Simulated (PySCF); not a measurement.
Constitutional and geometric isomers with formula H4O2Si2. Isolated molecules, 0 K electronic values unless said otherwise. One relaxed conformer stands for each flexible species; it need not be the lowest. Strings in code marks are SMILES.

The T1 excitation (TDA) from two functionals at the same geometries (r2SCAN-D4/def2-TZVP), both in PySCF: PBE-D3(BJ)/def2-TZVP and r2SCAN-D4/def2-TZVP. Excitations are Tamm–Dancoff values on a coarser integration grid. The basis has no diffuse functions, so Rydberg states are missing or too high.

| species | PBE-D3(BJ)/def2-TZVP (eV) | r2SCAN-D4/def2-TZVP (eV) |
|---|---|---|
| `[SiH3][Si](=O)O` (Si–Si–O–H torsion 0°) | 3.79 | 4.02 |
| `[Si](O)(=[SiH2])O` (H–O–Si–Si torsion -19°, Si–Si–O–H torsion -165°) | 2.43 | 2.40 |
| `O=[SiH][SiH2]O` (O–Si–Si–O torsion 180°, Si–Si–O–H torsion 180°) | 2.79 | 3.00 |
| `[SiH](=O)O[SiH3]` (O–Si–O–Si torsion 1°) | 4.56 | 4.80 |

Over these rows, drawn at random from the members with no instability flagged (it was tested for open shells, ions and some series alone), PBE minus r2SCAN-D4: mean -0.16 eV, from -0.24 eV to +0.03 eV.
